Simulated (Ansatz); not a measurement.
One change: `[OH][Ga]([OH])[Br]` becomes `O=[CH][Ga]([OH])[OH]`.

Ansatz, PBE0-D4/def2-TZVP geometries, multiplicity 1. Each molecule was computed in one conformer, which needn't be the lowest.

Scalar relativity is left out up to krypton. Spin–orbit coupling is left out; it splits and shifts lone-pair levels of the heavy atoms by tenths of an eV.

```
                                                                                  property  `[OH][Ga]([OH])[Br]`
                                        size of the dipole moment (ωB97M-V/def2-TZVPP) / D                  1.48
ideal-gas entropy at 298 K and 1 bar (rigid rotor, harmonic PBE0-D4/def2-TZVP) / J/(mol·K)                   342
                                                         LUMO energy (PBE/def2-TZVPP) / eV                 -2.23
                                                     HOMO–LUMO gap (B3LYP/def2-TZVPP) / eV                  6.79
                                                     HOMO energy (ωB97M-V/def2-TZVPP) / eV                -10.97
                                                     LUMO energy (ωB97M-V/def2-TZVPP) / eV                  0.54
```

Task: What does the change do to each property? (Estimate.)

Result: The calculation gave: 
```tsv
property	`O=[CH][Ga]([OH])[OH]`	shift
size of the dipole moment (ωB97M-V/def2-TZVPP) / D	0.49	-0.99
ideal-gas entropy at 298 K and 1 bar (rigid rotor, harmonic PBE0-D4/def2-TZVP) / J/(mol·K)	359	17
LUMO energy (PBE/def2-TZVPP) / eV	-3.30	-1.07
HOMO–LUMO gap (B3LYP/def2-TZVPP) / eV	4.49	-2.30
HOMO energy (ωB97M-V/def2-TZVPP) / eV	-9.46	1.51
LUMO energy (ωB97M-V/def2-TZVPP) / eV	-0.10	-0.64
```

With PBE0 the HOMO rises by 1.52 eV and the LUMO falls by 0.95 eV, so the gap narrows by about 2.47 eV. PBE moves the HOMO by 1.57 eV and ωB97M-V by 1.51 eV. The zero-point energy changes by 44.3 kJ/mol with +6 modes. Dipoles are sizes alone; their direction can turn.

B3LYP here is the variant with VWN-RPA as its local correlation; programs differ in this.
